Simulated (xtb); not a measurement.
AlH, SMILES [AlH] (connectivity only; charge and spin as stated), neutral, multiplicity 1. All values are semi-empirical tight-binding results from xtb (GFN2-xTB unless named), good for trends rather than for accurate numbers. Coordinates come from a GFN2-xTB optimisation.

Optimised geometry:

```xyz
2

Al     0.0000     0.0000    -0.1152
H      0.0000     0.0000     1.4979
```

For metal compounds this method's bond lengths and energies can be far off.

Computed properties:
| Quantity | Result |
|---|---|
| point group as xtb finds it | C∞v |
| orbital gap | 2.29 eV |

Computed atomic charges:
charges (e) Al1 0.25, H2 -0.25.
